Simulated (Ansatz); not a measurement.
ClH3O2Sn (`[OH][SnH]([OH])[Cl]`). Charge 0, multiplicity 1. Correlated methods include outer-core shells of Sn, which these sets cover unevenly. Sn: def2 effective core potential.

```xyz
7

O     1.313   -0.945   -0.406
Sn    0.072    0.519   -0.078
O    -0.731    0.222    1.664
Cl   -1.548    0.299   -1.729
H     1.083   -1.450   -1.191
H     0.779    2.052   -0.080
H    -0.967   -0.697    1.820
```

Q: Give the diagnostics of a CCSD(T)/def2-TZVPP run (frozen core, the Gaussian-basis code of Ansatz). (An estimate is asked.)

A: The calculation gave: T1 = 0.0134, largest single amplitude 0.028, largest double 0.019, (T) share of the correlation energy 3.5 %, 9 CCSD cycles. The RHF solution is stable towards an unrestricted one. T1 lies under the customary mark of 0.02 for closed shells.
